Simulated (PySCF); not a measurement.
**Electronic structure of P (phosphorus, neutral) at the M06-L level**

Configuration: [Ne] 3s1 3p4, high-spin 4P determinant (an excited configuration). Computed with PySCF 2.14 in aug-cc-pVDZ-DK, with the spin-free X2C one-electron Hamiltonian (Gaussian nucleus).

```
Total energy                                                  : -341.7677 hartree
One-electron energy                                           : -471.6392 hartree
Hartree (Coulomb) energy                                      : 153.1172 hartree
Exchange-correlation energy                                   : -23.2457 hartree
⟨S²⟩                                                          : 3.7630
⟨L²⟩                                                          : 2.007
Sum of ⟨r⟩                                                    : 15.20 bohr
Sum of ⟨r²⟩                                                   : 31.60 bohr²
Traceless quadrupole moment −½Σ⟨3z² − r²⟩ along its main axis : -3.00 e·bohr²
Langevin diamagnetic susceptibility                           : -25.0 ×10⁻⁶ cm³/mol
```

| shell | electrons | mean orbital energy (hartree) | spread (hartree) | rms radius, mean of both spins (bohr) |
| --- | --- | --- | --- | --- |
| 1s α | 1 | -77.05730 | 0 | 0.120 |
| 1s β | 1 | -77.04109 | 0 | 0.120 |
| 2s α | 1 | -6.64449 | 0 | 0.562 |
| 2s β | 1 | -6.63177 | 0 | 0.562 |
| 2p α | 3 | -4.72374 | 0.01448 | 0.542 |
| 2p β | 3 | -4.70425 | 0.00626 | 0.542 |
| 3s α | 1 | -0.61109 | 0 | 2.01 |
| 3p α | 3 | -0.26771 | 0.03087 | 2.51 |
| 3p β | 1 | -0.16952 | 0 | 2.51 |

Densities and radii are taken from the X2C orbitals without a picture-change correction, which distorts them close to the nucleus.
